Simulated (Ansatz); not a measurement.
CH6ClFSi2 (`C[SiH2][SiH](F)Cl`), relaxed with RKS PBE-D4/def2-SVP in the Gaussian-basis code of Ansatz from a rough embedded geometry. The force threshold is 0.03 eV/Å; the program also tests the step.

The species carries charge 0 and has multiplicity 1.

Start:

```xyz
11

C    -0.508    0.568    1.462
Si   -0.396    0.760   -0.309
Si    0.635   -1.074   -1.209
F    -0.101   -2.404   -0.953
Cl    2.553   -1.260   -0.471
H     0.478    0.433    1.992
H    -1.074   -0.355    1.760
H    -0.976    1.398    1.974
H     0.368    1.965   -0.627
H    -1.759    0.919   -0.900
H     0.780   -0.950   -2.719
```

```csv
step,energy (eV),largest force (eV/Å),largest move (Å)
1,-32103.0371,3.363,0.000
2,-32103.3539,1.271,0.154
3,-32103.4573,0.353,0.124
4,-32103.4704,0.233,0.113
5,-32103.4753,0.072,0.025
6,-32103.4764,0.042,0.018
7,-32103.4776,0.032,0.037
8,-32103.4781,0.028,0.022
9,-32103.4787,0.021,0.056
```

End:

```xyz
11

C    -0.482    0.522    1.533
Si   -0.439    0.807   -0.337
Si    0.649   -1.040   -1.292
F    -0.202   -2.398   -0.927
Cl    2.498   -1.181   -0.332
H     0.549    0.373    1.911
H    -1.071   -0.388    1.766
H    -0.935    1.384    2.061
H     0.355    2.036   -0.697
H    -1.824    0.948   -0.915
H     0.902   -1.063   -2.773
```

Hardware: 4 threads of an Arm Neoverse V2 on a shared host. Wall time 11 s, peak host memory 0.16 GiB.
